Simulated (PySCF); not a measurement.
Electron correlation in Er (erbium, neutral)

[Xe] 4f11 5d1 6s2, one real determinant (an excited configuration). Computed with PySCF 2.14 in cc-pVDZ-X2C, with scalar relativity by spin-free X2C-1e. Frozen: [Kr] 4d10; 22 electrons correlated.

MP2 pair energies summed by pair of shells (mhartree):

```tsv
pair	energy	share (%)
4f-4f	-321.95	41.7
4f-5p	-172.30	22.3
5p-5p	-105.45	13.7
4f-5s	-37.54	4.9
5p-6s	-29.42	3.8
5s-5p	-27.22	3.5
5p-5d	-18.02	2.3
6s-6s	-17.06	2.2
4f-6s	-12.79	1.7
5d-6s	-11.71	1.5
4f-5d	-9.81	1.3
5s-5s	-5.33	0.7
5s-6s	-1.68	0.2
5s-5d	-1.55	0.2
```

Total MP2 correlation energy: -771.81 mhartree.

Same-spin part -297.68 and opposite-spin part -474.13 mhartree; SCS-MP2 scales them by 1/3 and 6/5 to -668.18 mhartree.

The reference is one real determinant that mixes LS terms of this configuration.
